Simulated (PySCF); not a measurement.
**Removing the step error of a finite difference**

System: C2H9BGe (SMILES C[B](C)[GeH3]), singlet, geometry from GFN2-xTB, atoms displaced at random by about 0.08 Å a coordinate. Level: HF/STO-3G, gradient (PySCF). Sums are taken with unrounded values, so a last digit can differ.

Central differences of the energy along x of atom 12 gave a gradient component of 0.008571 Eh/bohr at step 0.05 and 0.008504 Eh/bohr at step 0.2 (atomic units).

### Question
Extrapolate to zero step.

### Answer
The leading error of a symmetric difference goes as h², so A(h) = A0 + c h². Then c = (0.008504 - (0.008571))/(0.2² - 0.05²) = -0.00177 (atomic units) and A0 = 0.008571 - c × 0.05² = 0.008575 Eh/bohr. The analytic value from the same program and level is 0.008575 Eh/bohr: the smaller step missed it by -0.000005, the extrapolation by 0.000000.
